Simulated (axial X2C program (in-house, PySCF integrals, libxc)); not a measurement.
Correcting the dissociation energy of ScB⁺ for spin–orbit coupling

A spin-free CCSD(T) curve (one-electron X2C) was computed with an in-house all-electron X2C program for linear molecules (integrals from PySCF), basis Sc dyall-cv3z [10s11p7d5f2g], B dyall-v3z [7s6p2d1f] (cores contracted in-house), for the state M_S = 3/2, Λ = 0 (beyond evenly filled blocks: σα, π+α, π-α). It gives D0 = 1.751 eV to Sc+ + B, which in a spin-free picture are the weighted means of the ground terms.

Correlated methods: 13 electrons correlated (number of frozen shells: Sc 2 s, 1 p; B 1 s), 281 virtual spin orbitals or spinors in MP2, 90 natural virtuals in coupled cluster.

Measured levels of the ground terms (NIST Handbook of Basic Atomic Spectroscopic Data), in cm⁻¹: Sc+ 3D: J = 1 at 0, J = 2 at 67.7, J = 3 at 177.8; B 2P: J = 1/2 at 0, J = 3/2 at 15.3.

The molecular state has Λ = 0, so it has no first-order lowering.

Question: How far does each ground level lie under the (2J+1)-weighted mean of its term?

Answer: Sc+: (3 × 0 + 5 × 67.7 + 7 × 177.8)/15 = 106 cm⁻¹; B: (2 × 0 + 4 × 15.3)/6 = 10 cm⁻¹.

Question: Correct D0.

Answer: D0 = 1.751 + (0 − 116)/8065.5 = 1.737 eV at CCSD(T) with these spin–orbit terms.

Second-order spin–orbit effects in the molecule, which grow quickly with Z, are left out. The state is a single determinant with fixed occupations, the lowest that a limited PBE0 search found. Dissociation energies refer to the lowest single-determinant-based atoms at the same level and basis. Coupled cluster ran in a truncated set of natural virtual spinors; the MP2 energy of the rest was added. (T) has no such correction and the atoms are truncated less, which lowers De at CCSD(T) by a hundredth of an eV or more. Other states lie close and PBE0, whose exact exchange favours high spin, may order them wrongly; the determinant shown need not be the ground state. The nearest other spin-free determinant of the search, M_S = 1/2, Λ = 0, lies 0.36 eV up at the distance of the search.
